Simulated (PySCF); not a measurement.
**Electron correlation in N²⁺ (nitrogen, charge +2)**

[He] 2s2 2p1, 2P determinant. Calculation: PySCF 2.14, in Sapporo-DZP-2012 (4s3p1d, 18 functions); the spin-free X2C one-electron Hamiltonian (Gaussian nucleus). Frozen: 1s2; 3 electrons correlated.

MP2 pair energies summed by pair of shells (mhartree):

```json
{"pair": "2s-2s", "energy": "-30.49", "share (%)": "63.0"}
{"pair": "2s-2p", "energy": "-17.90", "share (%)": "37.0"}
```

Total MP2 correlation energy: -48.39 mhartree.

Same-spin part -2.83 and opposite-spin part -45.56 mhartree; SCS-MP2 scales them by 1/3 and 6/5 to -55.61 mhartree.

```tsv
level	correlation energy (mhartree)
CCSD	-77.59
(T)	-0.60
CCSD(T)	-78.19
```

Diagnostics: T1 = 0.0073, D1 = 0.0140, largest double amplitude 0.138.

Cost of the coupled-cluster step: 0.17 s of wall time on 1 thread of Neoverse-N1 (shared host), for 3 correlated electrons.
